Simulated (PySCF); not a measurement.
BrH2SbTe2, SMILES [TeH][Sb]([TeH])[Br].

Geometry: PBE0-D3(BJ)/def2-SVP. The def2 effective core potentials stand for the cores of Sb, Te; spin–orbit coupling is left out.

Method: PBE0-D3(BJ)/def2-SVP in PySCF.

Frequencies are harmonic and unscaled.

| mode | ν (cm⁻¹) | IR (km/mol) | moving atoms (share of kinetic energy) |
|---|---|---|---|
| 1 | 49 | 0.0 | Te 79 %, Sb 11 %, Br 10 % |
| 2 | 55 | 0.6 | Br 50 %, Te 37 %, Sb 10 % |
| 3 | 73 | 0.6 | Br 40 %, Te 31 %, Sb 27 % |
| 4 | 139 | 2.0 | H 87 % |
| 5 | 169 | 1.7 | H 86 %, Te 10 % |
| 6 | 193 | 7.9 | Sb 51 %, Te 43 % |
| 7 | 199 | 6.5 | Sb 47 %, Te 37 %, H 16 % |
| 8 | 237 | 34.7 | Br 59 %, Sb 40 % |
| 9 | 524 | 5.4 | H 98 % |
| 10 | 586 | 2.0 | H 98 % |
| 11 | 2136 | 35.4 | H 99 % |
| 12 | 2136 | 29.5 | H 99 % |
